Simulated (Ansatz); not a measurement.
`C[CH](F)[InH2]` + `CBCO` → `CBCOC` + `F[CH2][InH2]`  (substitution at a C–C bond)

Isolated molecules relaxed with PBE0-D4/def2-TZVP in Ansatz; ΔE leaves out vibrations. CCSD(T)/CBS adds triple-zeta CCSD(T) − MP2 to the extrapolated MP2 energy (def2 sets, frozen cores). DFT in def2-TZVPP. def2 core potentials past Kr. For In outer-core shells are correlated without core-valence functions, which leaves a few kJ/mol of doubt a bond. Each species was taken in one conformer, which may not be the lowest.

```csv
level,ΔE (kcal/mol)
ωB97X-V,9.3
r2SCAN,10.1
HF/def2-QZVPP,7.2
SCS-MP2/def2-QZVPP,10.3
```

(1) What does CCSD(T)/CBS give? (Best estimate.)

Largest T1 diagnostic among the species: 0.013.

Answers

(1) Ansatz gave: +11.0 kcal/mol. The listed levels differ from it by -1.7, -0.9, -3.8, -0.7 kcal/mol.

In def2-TZVPP, CCSD(T) changes the Hartree–Fock value by +2.6 kcal/mol (the triples alone add +0.2 kcal/mol) and MP2 by +3.3 kcal/mol.
